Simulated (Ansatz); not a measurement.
Start from `N[CH2][Zn][AsH2]` and change one atom or group to get `B[S][Zn][CH2]N`.

Ansatz, PBE0-D4/def2-TZVP geometries, multiplicity 1. Each molecule was computed in one conformer, which needn't be the lowest.

Scalar relativity is left out up to krypton.

| property | `N[CH2][Zn][AsH2]` |
| --- | --- |
| LUMO energy (ωB97M-V/def2-TZVPP) / eV | 0.98 |
| HOMO energy (PBE0/def2-TZVPP) / eV | -6.21 |
| HOMO energy (PBE/def2-TZVPP) / eV | -5.00 |
| ideal-gas entropy at 298 K and 1 bar (rigid rotor, harmonic PBE0-D4/def2-TZVP) / J/(mol·K) | 381 |
| LUMO energy (B3LYP/def2-TZVPP) / eV | -0.68 |
| HOMO–LUMO gap (ωB97M-V/def2-TZVPP) / eV | 9.31 |

**Question.** What does the change do to each property? (Best estimate.)

**Answer.** Computed: 
```tsv
property	`B[S][Zn][CH2]N`	shift
LUMO energy (ωB97M-V/def2-TZVPP) / eV	0.71	-0.27
HOMO energy (PBE0/def2-TZVPP) / eV	-6.15	0.06
HOMO energy (PBE/def2-TZVPP) / eV	-5.03	-0.03
ideal-gas entropy at 298 K and 1 bar (rigid rotor, harmonic PBE0-D4/def2-TZVP) / J/(mol·K)	394	13
LUMO energy (B3LYP/def2-TZVPP) / eV	-1.38	-0.70
HOMO–LUMO gap (ωB97M-V/def2-TZVPP) / eV	9.04	-0.27
```

With PBE0 the HOMO rises by 0.06 eV and the LUMO falls by 0.76 eV, so the gap narrows by about 0.82 eV. PBE moves the HOMO by -0.03 eV and ωB97M-V by 0.00 eV. The zero-point energy changes by 20.2 kJ/mol with +3 modes. Modes under 60 cm⁻¹, often nearly free rotors, make the harmonic entropy too high.

Positive LUMOs are unbound, so they and the gaps depend on the basis.

B3LYP here is the variant with VWN-RPA as its local correlation; programs differ in this.
